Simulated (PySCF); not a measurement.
**Stretching CSe⁺**

Set-up: PySCF, no relativity, basis sets C pcseg-1, Se pcseg-1. Energies in eV from C + Se⁺ in their ground configurations at the same level. State: ²Σ⁺ (doublet), unpaired electrons σ ↑.

Curves on a restricted Hartree–Fock reference rise too fast on stretching and do not dissociate correctly.

```json
{"R (Å)": "1.406", "r²SCAN0": "-2.501", "ROHF-MP2": "-2.126", "PBE": "-3.163"}
{"R (Å)": "1.472", "r²SCAN0": "-3.584", "ROHF-MP2": "-3.321", "PBE": "-4.329"}
{"R (Å)": "1.537", "r²SCAN0": "-4.165", "ROHF-MP2": "-4.016", "PBE": "-4.994"}
{"R (Å)": "1.586", "r²SCAN0": "-4.360", "ROHF-MP2": "-4.293", "PBE": "-5.248"}
{"R (Å)": "1.635", "r²SCAN0": "-4.402", "ROHF-MP2": "-4.412", "PBE": "-5.344"}
{"R (Å)": "1.684", "r²SCAN0": "-4.331", "ROHF-MP2": "-4.408", "PBE": "-5.318"}
{"R (Å)": "1.750", "r²SCAN0": "-4.118", "ROHF-MP2": "-4.257", "PBE": "-5.148"}
{"R (Å)": "1.831", "r²SCAN0": "-3.736", "ROHF-MP2": "-3.892", "PBE": "-4.791"}
{"R (Å)": "1.929", "r²SCAN0": "-3.194", "ROHF-MP2": "-3.260", "PBE": "-4.254"}
{"R (Å)": "2.060", "r²SCAN0": "-2.438", "ROHF-MP2": "-2.172", "PBE": "-3.500"}
```

Task: Put a parabola through the three lowest points of the r²SCAN0 curve and estimate Re, k and ωe (reduced mass 10.43 u; 1 eV/Å² = 0.16022 mdyn/Å; ωe = 1302.8·√(k/μ) cm⁻¹).

Result: Through R = 1.586, 1.635, 1.684 Å the second-order coefficient is 23.5 eV/Å², so Re ≈ 1.629 Å, k ≈ 7.54 mdyn/Å and ωe ≈ 1108 cm⁻¹. A polynomial fit of higher order to the unrounded r²SCAN0 energies gives Re = 1.626 Å, k = 7.83 mdyn/Å, ωe = 1129 cm⁻¹; anharmonicity and rounding make the difference.

The higher-order fit for each curve: r²SCAN0: Re = 1.626 Å, ωe = 1129 cm⁻¹, De = 4.40 eV; ROHF-MP2: Re = 1.657 Å, ωe = 1087 cm⁻¹, De = 4.42 eV; PBE: Re = 1.648 Å, ωe = 1102 cm⁻¹, De = 5.35 eV.

⟨S²⟩ is raised (CSe⁺ 0.94), so spin contamination touches these numbers. Correlated steps freeze 10 core orbitals. Correlated levels converge slowly with the basis: in double zeta they bind strong bonds too weakly, by up to about 1 eV, and carry superposition errors of some tenths. ⟨S²⟩ of the unrestricted solution departs from its pure value on part of the curve, where spin states mix. Spin–orbit coupling is left out. For an ion De counts to the pair picked by the measured ionisation energies or electron affinities, which need not be the lowest pair at this level. The state was picked by a PBE0 search and need not be the measured ground state.
